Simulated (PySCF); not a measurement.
SnH₃, SMILES [SnH3+], charge +1. The structure is a stationary point at PBE0-D3(BJ)/def2-TZVPD. The multiplicity is an assumed one; other spin states were not compared. The isomer is the one that the SMILES or the coordinates give; other isomers of the formula were not compared. The def2 effective core potentials stand for the cores of Sn; spin–orbit coupling is left out.

Level of theory: PBE0-D3(BJ)/def2-TZVPD (PySCF).

Harmonic wavenumbers (cm⁻¹): 676, 676, 678, 2001, 2052, 2052. Rotational constants (GHz): 117.5, 117.5, 58.77; symmetry number 6.

**Question.** Work out the zero-point energy and the ideal-gas rigid-rotor harmonic-oscillator thermochemistry at 298.15 K and 1 atm.

**Answer.** ZPE = ½ Σ hcν = ½ × 8135 cm⁻¹ = 48.66 kJ/mol. H − E(el) = 59.54 kJ/mol. Entropy in J/(mol K): translation 168.63, rotation 54.70, vibration 4.22, total 227.54. G − E(el) = -8.30 kJ/mol. Cp = 44.36 J/(mol K).
